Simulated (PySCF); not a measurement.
GaF2, SMILES [Ga+]([F])[F], charge +1.

The structure is a stationary point at PBE0-D3(BJ)/def2-TZVP. The spin state was assumed, not searched. The isomer is the one that the SMILES or the coordinates give; other isomers of the formula were not compared.

Computed with PySCF with PBE0/def2-TZVPD.

The molecule is in vacuum.

```json
{
 "total_energy": "-2123.90096 hartree",
 "point_group": "D∞h",
 "highest_occupied_level": "-19.20 eV",
 "lowest_empty_level": "-10.60 eV",
 "orbital_gap": "8.60 eV",
 "dipole_moment_about_the_centre_of_nuclear_charge": "0.000 e·Å",
 "mean_static_polarisability": "17.6 bohr³ (2.61 Å³)",
 "polarisability_principal_values": "13.9, 13.9, 25.1 bohr³"
}
```
